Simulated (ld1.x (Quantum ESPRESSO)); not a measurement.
## Configuration tests for P (Z = 15) (ultrasoft)

* Element: phosphorus
* Generator: ld1.x (Quantum ESPRESSO) 7.5
* Type: ultrasoft
* Functional: PW91
* Relativity: scalar-relativistic
* Frozen core: [Ne]
* Valence charge: 5
* Reference configuration: 3s2 3p3
* Partial waves: 3s (bound): rcut 1.30, rcutus 1.75 bohr; 3s channel at -0.65 Ry: rcut 1.30, rcutus 1.75 bohr; 3p (bound): rcut 1.26, rcutus 1.34 bohr; 3p channel at 0.05 Ry: rcut 1.26, rcutus 1.34 bohr; 3d channel at 0.35 Ry: rc 1.75 bohr
* Local potential: the d channel
* Core correction: Bessel-smoothed model core inside 1.05 bohr
* Augmentation charge: built from norm-conserving waves at rcut, not smoothed further

Energies are relative to the spin-unpolarised reference configuration 3s2 3p3; without spin polarisation the order of configurations can differ from experiment.

```tsv
valence configuration	charge	ΔE all-electron (eV)	error AE − PS (meV)
3s2 3p2	+1	9.776	+0.3
3s2 3p1	+2	28.983	+5.6
3s2 3p0	+3	58.804	+27
3s1 3p0	+4	110.898	+67
3s1 3p4	0	8.540	-0.1
3s1 3p3	+1	18.901	-0.2
3s2 3p3.3	-0.3	-1.319	+0.1
```

Note: ghost state, extra bound levels that the all-electron valence spectrum of the same l lacks: p at -440.8 eV. A true bound ghost makes a file unfit for plane-wave use.
